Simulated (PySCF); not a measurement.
# M06-L on N+ (nitrogen, charge +1)

Configuration: [He] 2s2 2p2, high-spin 3P determinant. Computed with PySCF 2.14 in def2-SVP (3s2p1d, 14 functions), with no relativity, point nucleus.

| Quantity | Value |
| --- | --- |
| Total energy | -53.9897 hartree |
| One-electron energy | -69.9724 hartree |
| Hartree (Coulomb) energy | 22.3477 hartree |
| Exchange-correlation energy | -6.3649 hartree |
| Kinetic energy | 53.88725 hartree |
| ⟨S²⟩ | 2.0038 |
| ⟨L²⟩ | 2.004 |
| Sum of ⟨r⟩ | 5.475 bohr |
| Sum of ⟨r²⟩ | 7.875 bohr² |
| Traceless quadrupole moment −½Σ⟨3z² − r²⟩ along its main axis | 0.764 e·bohr² |
| Density at the nucleus (Gaussians lack the cusp) | 187 bohr⁻³ |
| Spin density at the nucleus | 0.504 bohr⁻³ |
| Langevin diamagnetic susceptibility | -6.24 ×10⁻⁶ cm³/mol |
| Time after the integrals | 0.12 s of wall time on 1 thread of Neoverse-V1 (shared host) |

```csv
shell,electrons,mean orbital energy (eV),"rms radius, mean of both spins (bohr)"
1s α,1,-406.39,0.266
1s β,1,-404.84,0.266
2s α,1,-34.056,1.39
2s β,1,-30.014,1.39
2p α,2,-22.584,1.39
```
